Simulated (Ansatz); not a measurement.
The cluster K2Bi⁻, relaxed as a singlet with RKS PBE-D4/def2-TZVPD in Ansatz, starting from the GFN2-xTB geometry. Force threshold 0.02 eV/Å.

In the def2 sets Bi takes a core potential; there is no spin–orbit coupling. The restricted singlet is unstable: a solution with broken spin symmetry lies lower. The highest occupied level of the charge -1 singlet lies above zero (up to 0.77 eV). Its loss leaves the charge 0 doublet, which lies 0.63 eV higher (vertical, at PBE-D4/def2-TZVPD), but this difference is unsure: the doublet is doubtful (geometry relaxed on an unsound state). The order of the spin states hangs on the level: the triplet lies 0.19 eV below the singlet at PBE0-D4/def2-TZVPD, but 0.01 eV above it at PBE-D4/def2-TZVPD. The singlet is doubtful at PBE0-D4/def2-TZVPD (restricted singlet, unstable towards broken spin symmetry). The singlet is doubtful at PBE-D4/def2-TZVPD (restricted singlet, unstable towards broken spin symmetry). The structure comes from a short search, and lower isomers may exist.

Start:

```xyz
3

K     2.092   -1.013    0.937
K    -1.927    1.483    0.614
Bi   -0.165   -0.470   -1.551
```

Q: Estimate the energy that the relaxation releases and the steps that it takes.

A: 2.0 kJ/mol, in 4 steps; 4.3 s on 4 threads of Arm Neoverse V1 on a shared host. No frequencies were taken in this run, so the end may be a saddle point.

Q: Does the start keep its bonding and symmetry?

A: By distances, no bond broke or formed. The bond that changes most is K2–Bi3, from 3.41 to 3.30 Å (atoms count from 1). Point group C2v at the start, C2v at the end, both within 0.05 Å.

Q: Predict the relaxed structure.

A: 
Cartesian coordinates in Å:
```
K 2.052 -1.001 0.900
K -1.894 1.449 0.582
Bi -0.159 -0.448 -1.483
```
Bond lengths (bridged metal pairs left out): 2 × Bi–K 3.30 Å; 1 × K–K 4.66 Å.
